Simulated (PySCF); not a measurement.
HfO, SMILES [Hf]=[O], multiplicity 1. Geometry: B3LYP-D3(BJ)/def2-TZVPD. The spin state was assumed, not searched. The def2 effective core potentials stand for the cores of Hf; spin–orbit coupling is left out.

Computed equilibrium geometry at B3LYP-D3(BJ)/def2-TZVPD (PySCF confirms it by a frequency run) as Cartesian coordinates in Å, and its point group:
point group C∞v.
```xyz
2

Hf     0.0000     0.0000    -0.1734
O      0.0000     0.0000     1.5608
```
Charge 0, spin multiplicity 1.
